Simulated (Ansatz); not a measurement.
An input meant for the cluster Li6²⁺ (charge 2, singlet).

```yaml
crystal:
  periodic: [false, false, false]
  atoms:
    - {symbol: Li, position_ang: [-0.827957, -2.190726, 0.606673]}
    - {symbol: Li, position_ang: [-2.135481, 1.000027, 0.557237]}
    - {symbol: Li, position_ang: [2.154287, -2.026283, -0.382680]}
    - {symbol: Li, position_ang: [-0.058659, -0.052854, -1.369963]}
    - {symbol: Li, position_ang: [0.754007, 0.334103, 1.096913]}
    - {symbol: Li, position_ang: [0.113802, 2.935723, -0.508179]}
basis:
  gaussian: {orbitals: def2-mTZVP, final_grid: {core_spheres: 1, valence_spheres: 1, degree: 1}}
total_charge: 2
hamiltonian: {xc: {name: PBE}}
accuracy: high
scf: {omitted_lower_state_checks: [starts]}
```

```sh
$ ansatz run in.yaml --threads 4 --pin off --events-out ev --progress --plain --max-ram 3916MiB
```

Output, abridged:

```
Functional definition: PBE
1100 factors; integrals over basis functions are off by at most 4.5e-9 eV
mean field evaluation 1: about -1208.9638 eV, gradient 1.1e1 eV
mean field evaluation 2: about -1209.5275 eV, gradient 8.8e0 eV
mean field evaluation 4: about -1210.5173 eV, gradient 6.5e-1 eV
mean field evaluation 8: about -1214.5700 eV, gradient 6.5e-1 eV
mean field evaluation 16: about -1214.5743 eV, gradient 1.9e-5 eV
mean field -1214.57433582 eV, -44.6347835733 hartree, gradient 1.7e-8 eV, S^2 0.000000; 0 other end points of the search recorded, 0 dependent functions left out
reference -1214.57433955 eV, -44.6347837104 hartree; 8, 8 occupied and 40, 40 virtual orbitals, 1100 factors
Total energy: -1214.57433955 eV, -44.6347837104 hartree
Checks for a lower state left out: starts
```

In this input the integration grid is far too coarse. The run converged. The result belongs to that input, not to the species as meant.
